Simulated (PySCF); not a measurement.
# Bonding in `Cc1c[nH+]c(C)[nH]1`

C₅H₉N₂ (charge +1).
SMILES with atom numbers: `[CH3:1][c:2]1[cH:3][nH+:4][c:5]([CH3:6])[nH:7]1` (hydrogens: H8, H9, H10 on C1; H11 on C3; H12 on N4; H13, H14, H15 on C6; H16 on N7)

Geometry (GFN2-xTB, Å), atoms numbered from 1 in this order:
```
atom  x, y, z in Å
C1    -2.537    0.238   -0.096
C2    -1.120   -0.178   -0.090
C3    -0.537   -1.409   -0.113
N4     0.820   -1.219   -0.084
C5     1.091    0.084   -0.044
C6     2.424    0.708    0.006
N7    -0.082    0.726   -0.049
H8    -2.747    0.878   -0.952
H9    -3.181   -0.633   -0.146
H10   -2.777    0.796    0.808
H11   -0.980   -2.382   -0.148
H12    1.508   -1.960   -0.094
H13    3.204   -0.047   -0.011
H14    2.534    1.302    0.913
H15    2.569    1.377   -0.842
H16   -0.197    1.730   -0.028
```

Bond orders from the PBE0/pcSseg-1 density (PySCF). Isolated species at its GFN2-xTB geometry, gas phase.

(1) How far do the computed orders between heavy atoms stray from the drawn ones?

(2) Give the Mayer order of every bond between heavy atoms, beside its length.

## Answers

(1) The largest departure is 0.416, at N7–C2 (drawn aromatic, 1.084), counting aromatic bonds as 1.5. The bonds drawn aromatic range from 1.08 to 1.62.

(2) 
```json
{"bond": "C1–C2", "drawn as": "single", "length (Å)": "1.477", "Mayer order": "1.077"}
{"bond": "C2–C3", "drawn as": "aromatic", "length (Å)": "1.362", "Mayer order": "1.623"}
{"bond": "C3–N4", "drawn as": "aromatic", "length (Å)": "1.371", "Mayer order": "1.111"}
{"bond": "N4–C5", "drawn as": "aromatic", "length (Å)": "1.331", "Mayer order": "1.270"}
{"bond": "C5–C6", "drawn as": "single", "length (Å)": "1.473", "Mayer order": "1.100"}
{"bond": "C5–N7", "drawn as": "aromatic", "length (Å)": "1.337", "Mayer order": "1.251"}
{"bond": "N7–C2", "drawn as": "aromatic", "length (Å)": "1.376", "Mayer order": "1.084"}
```

By pair of heavy elements: C–C: lowest C1–C2 (1.077, 1.477 Å), highest C2–C3 (1.623, 1.362 Å). C–N: lowest N7–C2 (1.084, 1.376 Å), highest N4–C5 (1.270, 1.331 Å).

Q: And the bonds to hydrogen?

A: C–H: 0.92 to 0.98 (7 bonds); H–N: 0.91 to 0.92 (2 bonds).

Q: Sum the orders of all bonds at each heavy atom with more than one neighbour and set the sums beside the valence in the SMILES.

A: C1 3.870 (drawn 4), C2 3.784 (drawn 4), C3 3.712 (drawn 4), N4 3.292 (drawn 4), C5 3.621 (drawn 4), C6 3.872 (drawn 4), N7 3.254 (drawn 3). Orders between atoms that aren't bonded are not in these sums.

Mayer orders depend on the basis set.
